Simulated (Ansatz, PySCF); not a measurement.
C₄H₅FO₂, SMILES C[C@H]1OC=C(F)O1. Atoms are numbered in the order given.

```xyz
12

C     -2.1452     0.0932    -0.1206
C     -0.9305    -0.5728     0.4790
O     -0.2421    -1.3527    -0.4851
C      0.8383    -0.5822    -0.8701
C      0.9577     0.4288    -0.0122
F      1.8273     1.3965     0.0724
O      0.0017     0.4114     0.9413
H     -1.8439     0.7286    -0.9664
H     -2.8446    -0.6729    -0.4836
H     -2.6495     0.7136     0.6335
H     -1.1917    -1.2179     1.3332
H      1.4279    -0.8873    -1.7275
```
Charge 0, spin multiplicity 1.

Coordinates come from a PBE0-D3(BJ)/def2-SVP optimisation. The structure was generated by enumeration; whether it is a known compound was not checked. Other conformers were not sampled.

Two levels are set side by side: PBE-D3(BJ)/def2-SVP (Ansatz, a quantum-chemistry and plane-wave program) and PBE0-D3(BJ)/def2-SVP (Ansatz). Each level has its own optimised geometry; the coordinates shown are those of the second. Frequencies come from the Hessian of PySCF at each geometry. Differences are taken from unrounded values.

```csv
quantity,PBE0-D3(BJ),PBE-D3(BJ),PBE-D3(BJ) minus PBE0-D3(BJ)
mean bond length (Å),1.268,1.280,0.012
bond C1–C2 (Å),1.509,1.519,0.009
bond C2–O3 (Å),1.418,1.437,0.019
bond C2–O7 (Å),1.432,1.450,0.018
bond O3–C4 (Å),1.382,1.395,0.013
bond C4–C5 (Å),1.331,1.345,0.014
bond C5–F6 (Å),1.304,1.318,0.015
bond C5–O7 (Å),1.350,1.367,0.016
bond C1–H8 (Å),1.100,1.108,0.008
bond C1–H9 (Å),1.099,1.107,0.008
bond C1–H10 (Å),1.099,1.107,0.008
bond C2–H11 (Å),1.102,1.111,0.010
bond C4–H12 (Å),1.084,1.092,0.008
highest harmonic wavenumber (cm⁻¹),3334,3242,-91
mean harmonic wavenumber (cm⁻¹),1314,1260,-53
zero-point energy (kcal/mol),56.34,54.04,-2.29
```

Exact exchange shortens and stiffens bonds; PBE has none. Differences between two approximate levels are no errors against the true value.
